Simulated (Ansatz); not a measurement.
One change: `C[O][GeH]([F])[O]C` becomes `C[O][GeH]([F])[Cl]`.

Ansatz, PBE0-D4/def2-TZVP geometries, multiplicity 1. Each molecule was computed in one conformer, which needn't be the lowest.

Scalar relativity is left out up to krypton.

```
                               property  `C[O][GeH]([F])[O]C`
  HOMO energy (ωB97M-V/def2-TZVPP) / eV                -10.75
     HOMO energy (PBE0/def2-TZVPP) / eV                 -8.33
      HOMO energy (PBE/def2-TZVPP) / eV                 -6.70
HOMO–LUMO gap (ωB97M-V/def2-TZVPP) / eV                 13.18
    HOMO–LUMO gap (PBE/def2-TZVPP) / eV                  6.12
  HOMO–LUMO gap (B3LYP/def2-TZVPP) / eV                  8.22
```

(1) What does the change do to each property? (An estimate is asked.)

## Answers

(1) Computed: 
```csv
property,`C[O][GeH]([F])[Cl]`,shift
HOMO energy (ωB97M-V/def2-TZVPP) / eV,-11.08,-0.33
HOMO energy (PBE0/def2-TZVPP) / eV,-8.69,-0.36
HOMO energy (PBE/def2-TZVPP) / eV,-7.08,-0.38
HOMO–LUMO gap (ωB97M-V/def2-TZVPP) / eV,12.81,-0.37
HOMO–LUMO gap (PBE/def2-TZVPP) / eV,5.71,-0.41
HOMO–LUMO gap (B3LYP/def2-TZVPP) / eV,7.78,-0.44
```

With PBE0 the HOMO falls by 0.36 eV and the LUMO falls by 0.82 eV, so the gap narrows by about 0.46 eV. PBE moves the HOMO by -0.38 eV and ωB97M-V by -0.33 eV.

B3LYP here is the variant with VWN-RPA as its local correlation; programs differ in this.
